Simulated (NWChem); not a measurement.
System: C4H7Cl; SMILES CC(=CCl)C

```xyz
12

C     -0.7602    -2.1611     0.0000
C     -0.0299    -0.8507     0.0000
C      1.4638    -0.9139     0.0000
C     -0.7306     0.2907     0.0000
Cl    -0.0342     1.8761     0.0000
H     -1.8515    -2.0301     0.0000
H     -0.4864    -2.7604     0.8848
H     -0.4864    -2.7604    -0.8848
H      1.9167     0.0855     0.0000
H      1.8268    -1.4638    -0.8845
H      1.8268    -1.4638     0.8845
H     -1.8227     0.3092     0.0000
```
Atoms are numbered in this order, from 1.

The geometry was optimised at PBE0/def2-SVP. No frequency run checked for a minimum.

Symmetry labels are those of Cs in the frame above (b1 and b2, or b-type labels, depend on it). States above −ε(HOMO) = 5.7 eV lie in this functional's continuum and hang on the basis.

### Question
List the 4 lowest vertical singlet excitations from PBE/6-31+G* (spherical d), TDA (NWChem).

### Answer
| state | energy (eV) | oscillator strength | symmetry | leading excitation (squared amplitude) |
|---|---|---|---|---|
| S1 | 5.52 | 0.002 | a" | HOMO → LUMO+1 (0.94) |
| S2 | 5.78 | 0.001 | a" | HOMO → LUMO+2 (0.92) |
| S3 | 6.19 | 0.006 | a" | HOMO → LUMO+3 (1.00) |
| S4 | 6.50 | 0.000 | a" | HOMO → LUMO+4 (0.97) |
